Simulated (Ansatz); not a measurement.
`[NH2][SnH][F]` radical, relaxed with UKS PBE0-D4/def2-TZVP in Ansatz from a PBE-D4/def2-SVP geometry. The force threshold is 0.005 eV/Å; the program also tests the step.

Total charge 0; spin multiplicity 2. Sn takes the def2 core potential.

Start:

```xyz
6

N     0.962    0.435    0.115
Sn   -0.660   -0.867   -0.150
F    -1.998    0.189    0.853
H     0.948    0.878    1.046
H     1.895    0.016   -0.010
H    -1.147   -0.651   -1.854
```

Task: By how much does the energy fall, and how many steps does the optimiser take? (Estimate.)

Result: Ansatz gave: 1.58 kcal/mol, in 7 steps, 1 of them rejected.

Task: Which bonds change most? (An estimate is asked.)

Result: The calculation gave: N1–Sn2 from 2.097 to 2.034 Å; Sn2–F3 from 1.978 to 1.936 Å; Sn2–H6 from 1.786 to 1.745 Å; N1–H5 from 1.030 to 1.013 Å.

Task: Give the relaxed structure. (Estimate.)

Result: Computed: 
```xyz
6

N     0.942    0.427    0.139
Sn   -0.643   -0.815   -0.153
F    -1.978    0.195    0.820
H     0.957    0.836    1.066
H     1.857    0.036   -0.050
H    -1.135   -0.679   -1.822
```
